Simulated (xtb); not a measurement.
(E)-1-chloro-3,3-difluoroprop-1-ene (C₃H₃ClF₂), SMILES FC(F)/C=C/Cl. All values are semi-empirical tight-binding results from xtb (GFN2-xTB unless named), good for trends rather than for accurate numbers. The structure is a stationary point at GFN2-xTB. Other conformers were not sampled.

```
Item                                           Result
--------------------------------------  -------------
orbital gap                                   4.49 eV
dipole moment                                  2.09 D
zero-point energy                       33.5 kcal/mol
G − E(el) at 298.15 K (modified RRHO)   13.8 kcal/mol
static polarisability (D4 model)           53.7 bohr³
solvation energy, GFN2-xTB/ALPB(water)  -2.8 kcal/mol
solvation energy, GFN2-xTB/ALPB(dmf)    -4.9 kcal/mol
```
